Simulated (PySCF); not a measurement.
## Dipole response of Zn (zinc, neutral)

[Ar] 3d9 4s2 4p1, one real determinant (an excited configuration). Calculation: PySCF 2.14, in aug-cc-pVTZ-PP with one added diffuse shell each of s, p, d, f, g type with ECP10MDF (7s7p6d4f3g, 113 functions); a scalar-relativistic core potential. Coupled (time-dependent) response in atomic units; α is the mean over directions.

```
method  mean α (bohr³)         α xx, yy, zz  C₆ (like pair)  S(−4)
  PBE0           56.65  45.34, 45.34, 79.26           493.0   2050
```

S(−4) is the Cauchy moment in α(ω) = α(0) + S(−4) ω² + …

α(iu) at PBE0:

| u (hartree) | α(iu) (bohr³) |
| --- | --- |
| 0 | 56.65 |
| 0.0500 | 52.17 |
| 0.100 | 43.32 |
| 0.200 | 28.26 |
| 0.300 | 19.08 |
| 0.500 | 10.15 |
| 0.750 | 5.762 |
| 1.00 | 3.826 |
| 1.50 | 2.170 |
| 2.00 | 1.466 |
| 3.00 | 0.8475 |
| 5.00 | 0.4151 |

A single London oscillator, α(iu) = α/(1 + u²/ω²), gives C₆ = (3/4) ω α². Matching the computed C₆ needs ω = 4 × 493.0 / (3 × 56.65²) = 0.205 hartree.

The components differ because the open shell of this determinant is not spherical; for a pure term their mean is the scalar polarisability.

⟨L²⟩ = 8.02 against 12 for a pure F term, so this real determinant mixes terms. Energies and moments cover only the electrons outside the core potential.
